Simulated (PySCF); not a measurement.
Bonds (- single, = double, # triple, : aromatic): C1-C2, C2-C3, C2-C4, C2-B5, B5-O6, O6-C7, C7-C8, C8-O9, O9-B5. C1 carries H10, H11, H12; C3 carries H13, H14, H15; C4 carries H16, H17, H18; C7 carries H19, H20; C8 carries H21, H22.

[PySCF: coordinates at the PBE0-D3(BJ)/def2-SVP level; shielding tensors at B3LYP/pcSseg-1 (GIAO); single conformer; gas phase; non-relativistic; equivalent nuclei averaged]

Problem. List the cross peaks expected in HSQC, COSY and HMBC spectra.

Solution. 

HSQC (one-bond C–H):
```tsv
δH	δC
4.12 (H19/H20/H21/H22)	69.6 (C7/C8)
0.96 (H10/H11/H12/H13/H14/H15/H16/H17/H18)	28.8 (C1/C3/C4)
```

HMBC (two and three bonds, from the bond graph):
```tsv
δH	δC
4.12 (H19/H20/H21/H22)	69.6 (C7/C8)
0.96 (H10/H11/H12/H13/H14/H15/H16/H17/H18)	28.8 (C1/C3/C4), 17.8 (C2)
```

No COSY cross peaks are expected.

δ = σ(ref) − σ, references computed at the same level: TMS for $^{1}$H (31.38 ppm), $^{13}$C (179.24 ppm).

A carbon bonded to boron is broadened by the quadrupolar boron nucleus and is often missing from a measured spectrum. Shifts are as computed. Against solution values, carbons near 30 ppm lie about +2 ppm off and those near 130 ppm about +6 ppm. Of 1211 compounds with measured shifts, 218 miss one by over three times the rms of a fit or turn the order of signals round; such compounds aren't used in these exercises.
